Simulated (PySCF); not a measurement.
**Electron correlation in Cl¹²⁺ (chlorine, charge +12)**

Starting occupation: [He] 2s2 2p1, 2p3/2 with m_j = +3/2. All numbers are calculated (PySCF 2.14, X2C-1e with screened-nucleus spin-orbit coupling, Gaussian nucleus, in an uncontracted even-tempered set (17 s from 2 bohr⁻², ratio 2.4; 11 p from 2.6 bohr⁻², ratio 2.4; 5 d from 9.6 bohr⁻², ratio 2.6; 5 f from 14 bohr⁻², ratio 2.6)). Frozen: nothing; 5 electrons correlated; the 34 highest virtual spinors left out.

MP2 pair energies summed by pair of shells (mhartree):

```json
{"pair": "2s1/2-2s1/2", "energy": "-74.27", "share (%)": "43.3"}
{"pair": "1s1/2-1s1/2", "energy": "-40.83", "share (%)": "23.8"}
{"pair": "2p3/2-2s1/2", "energy": "-35.37", "share (%)": "20.6"}
{"pair": "1s1/2-2s1/2", "energy": "-12.63", "share (%)": "7.4"}
{"pair": "1s1/2-2p3/2", "energy": "-8.27", "share (%)": "4.8"}
```

Total MP2 correlation energy: -171.36 mhartree.
